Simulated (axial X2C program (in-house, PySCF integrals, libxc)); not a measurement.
# Curves of BiF⁺ by EOM-IP-CCSD

Calculated with an axial X2C code built on PySCF integrals: two-component X2C with atomic mean-field Coulomb and Gaunt terms, Gaussian nuclei, basis Bi dyall-cv3z, F dyall-av3z with contracted cores.

Energies in eV from the lowest point of the lowest state; states are followed by energy order within each Ω. Reference: BiF, 12 electrons correlated in 94 virtual spinors with an MP2 remainder; levels at this size can be off by some tenths of an eV. Masses 208.980 and 18.998 u.

| R (Å) | (1)Ω=1/2 | (2)Ω=1/2 | (3)Ω=1/2 |
| --- | --- | --- | --- |
| 1.903 | 0.0326 | 4.9596 | 5.7379 |
| 1.986 | 0.0000 | 4.4466 | 4.9572 |
| 2.069 | 0.1272 | 4.0128 | 4.4344 |
| 2.162 | 0.3898 | 3.6038 | 4.0583 |
| 2.255 | 0.7238 | 3.2888 | 3.8152 |
| 2.379 | 1.2125 | 2.9944 | 3.6315 |

(1) Fit the curves (1)Ω=1/2 near their minima.

For BiF at CCSD, and between the minima:

Re = 2.065 Å, ωe = 508.2 cm⁻¹; removing the electron costs 8.821 eV without zero-point terms.

No minimum in range: (2)Ω=1/2, (3)Ω=1/2; the order of states may turn beyond it. T1 of the reference reaches 0.022 (Lee–Taylor). Curves followed by order can swap character. Number of frozen shells: Bi 5 s, 4 p, 3 d, 1 f; F 1 s. Roots with under 60 % one-particle weight at any point are counted in the labels but not shown, and the list ends where the roots sought for some Ω run out; states that need a further excitation are missing and may lie low or lowest. Curves with a minimum but no constants failed the fit check.

Results:

(1) At EOM-IP-CCSD from BiF (the fit fixes ωe to about one per cent; ωe of higher roots by this method can be off by ten per cent):

```json
{"state": "(1)Ω=1/2", "Te (cm⁻¹)": "0", "Re (Å)": "1.958", "ωe (cm⁻¹)": "644.8"}
```
